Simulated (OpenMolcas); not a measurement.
## In⁺: effect of the active space

```yaml
Program: OpenMolcas
Method: CASSCF or its RAS form
Basis: ANO-R1
Scalar_Hamiltonian: X2C, finite nucleus
Spin-orbit_coupling: RASSI with atomic mean-field integrals over the reference wave functions, term energies averaged over their components
```

A. 2 electrons in 4 orbitals (5s 5p); 2S+1 = 3 even, 3 roots; 2S+1 = 1 even, 7 roots; 2S+1 = 3 odd, 3 roots; 2S+1 = 1 odd, 3 roots; cost roughly 7 core-seconds
B. 2 electrons in 8 orbitals (5s 5p 6s 6p); 2S+1 = 3 even, 1 root (0 in the spin-orbit step); 2S+1 = 1 even, 1 root; 2S+1 = 3 odd, 3 roots; 2S+1 = 1 odd, 3 roots; cost of the order of 9 core-seconds
C. 2 electrons in 9 orbitals (RAS2 5s 5p; RAS3 5d, at most 2 electrons); 2S+1 = 3 even, 3 roots; 2S+1 = 1 even, 6 roots; 2S+1 = 3 odd, 3 roots; 2S+1 = 1 odd, 3 roots; cost roughly 10 core-seconds

Energies in cm⁻¹ above 5s² ¹S₀, the measured ground level; measured values from NIST Handbook of Basic Atomic Spectroscopic Data.

| Level | A | B | C | Measured |
| --- | --- | --- | --- | --- |
| 5s² ¹S₀ | 0.0 | 0.0 | 0.0 | 0.0 |
| 5s 5p ³P°₀ | 37996 | 39657 | 38052 | 42276 |
| 5s 5p ³P°₁ | 39013 | 40673 | 39074 | 43351 |
| 5s 5p ³P°₂ | 41185 | 42844 | 41277 | 45830 |
| 5s 5p ¹P°₁ | 66179 | 67811 | 65175 | 63038 |

Deviations, from unrounded energies. A percentage is the sum of absolute deviations over the sum of measured energies, with the sign that they share, or ± where signs differ.

```
           Against measurement  Levels     A     B     C
mean absolute deviation (cm-1)       4  4100  3300  3800
      other configurations (%)       4  ±8.4  ±6.7  ±7.8
```

B lies closest to measurement on these levels and A furthest from it. The largest miss of B in the table is 5s 5p ¹P°₁, by +4800 cm-1. The ranking rests on the paired levels alone, and a cruder setting can come out closer through cancelling errors.

Among A to C the level of the table that moves most is 5s 5p ¹P°₁, by 2600 cm-1 (lowest in C, highest in B).

Without dynamic correlation excited terms often stand tens of per cent too high (terms of higher spin than the ground term too low), and those without a measured partner can miss by more than the paired ones. Some high roots are left out of the spin-orbit mixing, which shifts the levels that they would mix with (holds for B). Active for correlation alone: 6p 6s; no level in the range computed is led by a configuration that fills them, so any true level of that kind is missing (holds for B). Active for correlation alone: 5d; no level in the range computed is led by a configuration that fills it, so any true level of that kind is missing (holds for C). Measured partners are found by configuration, term and J. A level has none where our copy of the source lacks it or the pairing is in doubt (some pairs that miss far off the trend of their configuration count as doubtful), and it then counts in no deviation. Levels of configurations outside the active space are missing. The table leaves out levels that lie high or whose names do not pair safely across all columns.

° marks odd parity.
